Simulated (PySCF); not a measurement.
Cl4H3NTi, multiplicity 1. Atoms are numbered in the order given.

```xyz
9

Ti     0.0000     0.0000     0.0255
Cl     1.8824    -1.0868    -0.2839
Cl     0.0000     0.0000     2.2000
Cl     0.0000     2.1736    -0.2839
Cl    -1.8824    -1.0868    -0.2839
N      0.0000     0.0000    -2.2402
H      0.0000    -0.9555    -2.6003
H      0.8275     0.4778    -2.6003
H     -0.8275     0.4778    -2.6003
```
Charge 0, spin multiplicity 1.

Geometry: ωB97X-D3(BJ)/def2-SVP. The spin state was assumed, not searched.

All values below come from PBE/def2-TZVP in PySCF.

ESP charges are fitted to the potential on shells at 1.4 to 2.0 van der Waals radii. Atomic charges (e):

```csv
atom,ESP fit,meta-Löwdin
Ti1,0.34,[?]
Cl2,-0.13,[?]
Cl3,-0.14,[?]
Cl4,-0.13,[?]
Cl5,-0.13,[?]
N6,-0.98,[?]
H7,0.39,[?]
H8,0.39,[?]
H9,0.39,[?]
```

Question: What belongs in the gaps? (Estimate from the structure and the level; the computed values follow.)

Answer: 
- Ti1, meta-Löwdin: 1.02
- Cl2, meta-Löwdin: -0.32
- Cl3, meta-Löwdin: -0.28
- Cl4, meta-Löwdin: -0.32
- Cl5, meta-Löwdin: -0.32
- N6, meta-Löwdin: -0.55
- H7, meta-Löwdin: 0.25
- H8, meta-Löwdin: 0.25
- H9, meta-Löwdin: 0.25
